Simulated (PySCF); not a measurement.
**Ionisation energy of Hg⁵⁷⁺ by level of theory**

Hg⁵⁷⁺ [Ar] 3d5 (6S) → Hg⁵⁸⁺ [Ar] 3d4 (5D), as a difference of total energies. All numbers are calculated (PySCF 2.14, scalar relativity by spin-free X2C-1e, in an even-tempered Gaussian basis (17 s from 15 bohr⁻², ratio 2.5; 13 p from 19 bohr⁻², ratio 2.5; 7 d from 19 bohr⁻², ratio 2.5; 4 f from 73 bohr⁻², ratio 2.7; 3 g from 110 bohr⁻², ratio 2.7)). Correlated levels: outer shells: [Ne] frozen; virtual orbitals above 40 to 60 times the deepest correlated orbital energy dropped. The calculations carry no spin-orbit coupling.

```csv
method,ionisation energy (eV)
UHF,5851.4
LDA,5846.3
PBE,5845.8
PBE0,5847.7
r2SCAN,5848.6
M06-2X,5851.7
B3LYP,5847.4
MP2 (outer shells),5851.6
SCS-MP2 (outer shells),5851.1
```

Spin-orbit coupling is strong in these open shells (close to jj coupling). The scalar numbers leave it out and a first-order estimate fails, so it can dominate the gap to the real levels.

Breit and QED terms and the two-electron picture change are absent.

For comparison: 5780 ± 6 eV (theoretical estimate listed by NIST; NIST Atomic Spectra Database, ionization energies).
